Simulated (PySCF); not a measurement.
Compound: C₂H₆O₂S₂Si.
SMILES: `O[Si]1(O)SCCS1`

Computed, not measured: PySCF, TDDFT CAM-B3LYP/def2-SVPD, vertical, gas phase, core orbitals frozen in the response. Geometry: GFN2-xTB, one conformer, isolated molecule.

Broadening: Gaussians 0.4 eV wide at half height, area fixed by f = 4.319×10⁻⁹ ∫ε dν̃. The width is an assumption, not a result. The curve ends short of the highest state used, and states not computed would add to its high-energy end.

```
E (eV)  ε (L mol⁻¹ cm⁻¹)
  4.79                 0
  4.85                 0
  4.91                 1
  4.98                 2
  5.04                 5
  5.10                 9
  5.16                15
  5.22                23
  5.28                32
  5.34                39
  5.40                44
  5.47                46
  5.53                48
  5.59                51
  5.65                58
  5.71                70
  5.77                93
  5.83               133
  5.89               196
  5.96               304
  6.02               428
  6.08               590
  6.14               830
  6.20              1216
  6.26              1824
  6.32              2671
  6.38              3655
  6.45              4661
  6.51              5092
  6.57              4959
```

Problem. Where are the band maxima, and which computed states make them?

Solution. 190 nm (6.53 eV), ε about 5100, made up of S4 (99%) (ε in L mol⁻¹ cm⁻¹; maxima over ε = 5, shares over 10%). The states used: S1 5.39 eV (f 0.0006); S2 5.75 eV (f 0.0007); S3 6.13 eV (f 0.0066); S4 6.53 eV (f 0.075); S5 6.86 eV (f 0.0031); S6 7.03 eV (f 0.015); S7 7.10 eV (f 0.0032); S8 7.17 eV (f 0.0025).

Problem. Does any computed singlet lie in the visible range?

Solution. No computed singlet lies in the visible range (380 to 750 nm); the lowest, at 230 nm, stands 2.13 eV above its violet end (3.26 eV).

Problem. What would ε be at 6.53 eV, the highest of these maxima, with half the width (0.2 eV)?

Solution. About 10100 L mol⁻¹ cm⁻¹ against 5110, a factor of about 1.97; a lone state at its own centre would give exactly 2.

Problem. On this curve, what absorbance would a 10⁻⁴ mol/L sample give at 193 nm over a 1 cm path?

Solution. 193 nm is 6.424 eV, where ε is about 4300 L mol⁻¹ cm⁻¹, so A = ε c l ≈ 0.43 (Beer–Lambert, with the gas-phase spectrum and the assumed width).
